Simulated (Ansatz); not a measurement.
C3H3BrF2 (SMILES C=C(Br)C(F)F) moved off its minimum; all values from Ansatz (an electronic-structure program), cores frozen in correlated methods.
(charge 0, multiplicity 1)
```xyz
9

C     -1.4387    -1.2061    -0.7309
C     -0.3941    -0.5161    -0.3071
Br    -0.4247     1.2976     0.2900
C      0.9592    -0.8633    -0.4394
F      1.1568    -2.0949    -0.9164
F      1.5410    -1.1171     0.9123
H     -1.2490    -2.1788    -0.9330
H     -2.6458    -0.7693    -0.6927
H      1.8187    -0.2049    -0.9745
```

Problem. Give the forces (eV/Å), the total energy and the dipole at CCSD(T)/aug-cc-pVTZ.

Solution. 
```
atom      Fx      Fy      Fz
----  ------  ------  ------
C1    -4.377   3.485   1.168
C2    -2.007   2.908  -0.090
Br3   -0.502   0.114   0.062
C4     7.082  -1.705   1.625
F5    -0.626  -1.055  -1.470
F6    -1.007   1.439  -1.355
H7     0.157  -3.033  -1.132
H8     3.991  -1.367  -0.059
H9    -2.711  -0.786   1.250
```
Energy -2887.9721 hartree, dipole 2.59 D.

Doubts at one or more of the structures used: a restricted determinant that unrestricted orbitals would lower (CCSD(T)/aug-cc-pVTZ).
